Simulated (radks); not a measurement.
Values are calculated unless marked as measured or tabulated.
Valence configurations of P I (all share [Ne]). Code: a radial shooting solver on a logarithmic mesh with Libxc functionals. Model: Dirac Kohn-Sham, PBE, spin-unpolarised, spherical densities, point nucleus; open shells fill j = l - 1/2 first. Order these by energy: 3p5; 3s1 3p4; 3s0.5 3p4.5; 3s2 3p3; 3s1.5 3p3.5.

Answer. From the lowest, in eV above it: 3s2 3p3 0.000; 3s1.5 3p3.5 4.257; 3s1 3p4 8.550; 3s0.5 3p4.5 12.876; 3p5 17.234. NIST lists [Ne] 3s2 3p3 as the ground configuration; this level of theory agrees among the configurations tried. The energies are those of spherical spin-averaged densities, not of single terms.
